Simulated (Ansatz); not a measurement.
Reaction (substitution at a C–N bond): `C[N](C)[ZnH]` + `CC(O)(O)F` → `COC(C)(O)F` + `C[NH][ZnH]`

Gas-phase electronic energies from Ansatz, PBE0-D4/def2-TZVP geometries. CBS: MP2 limit from def2 TZ/QZ plus the TZ coupled-cluster correction, frozen cores. DFT in def2-TZVPP. For Zn outer-core shells are correlated without core-valence functions, which leaves a few kJ/mol of doubt a bond. Scalar relativity is left out up to krypton. One conformer a species, not always the lowest.

```json
{"level": "r2SCAN-D4", "ΔE (kJ/mol)": "24.2", "difference from CCSD(T)/CBS": "1.4"}
{"level": "PBE0-D4", "ΔE (kJ/mol)": "25.6", "difference from CCSD(T)/CBS": "2.8"}
{"level": "ωB97X-V", "ΔE (kJ/mol)": "20.2", "difference from CCSD(T)/CBS": "-2.6"}
{"level": "B2PLYP", "ΔE (kJ/mol)": "22.9", "difference from CCSD(T)/CBS": "0.1"}
{"level": "HF/def2-TZVPP", "ΔE (kJ/mol)": "15.5", "difference from CCSD(T)/CBS": "-7.3"}
{"level": "MP2/def2-TZVPP", "ΔE (kJ/mol)": "26.5", "difference from CCSD(T)/CBS": "3.7"}
{"level": "SCS-MP2/def2-TZVPP", "ΔE (kJ/mol)": "23.1", "difference from CCSD(T)/CBS": "0.3"}
{"level": "HF/def2-QZVPP", "ΔE (kJ/mol)": "15.2", "difference from CCSD(T)/CBS": "-7.6"}
{"level": "MP2/CBS(def2)", "ΔE (kJ/mol)": "26.5", "difference from CCSD(T)/CBS": "3.7"}
{"level": "CCSD/CBS(def2)", "ΔE (kJ/mol)": "21.8", "difference from CCSD(T)/CBS": "-1.0"}
{"level": "CCSD(T)/CBS", "ΔE (kJ/mol)": "22.8", "difference from CCSD(T)/CBS": "0"}
```

Largest T1 diagnostic among the species: 0.015.

In def2-TZVPP, CCSD(T) changes the Hartree–Fock value by +7.3 kJ/mol (the triples alone add +1.0 kJ/mol) and MP2 by +11.1 kJ/mol.
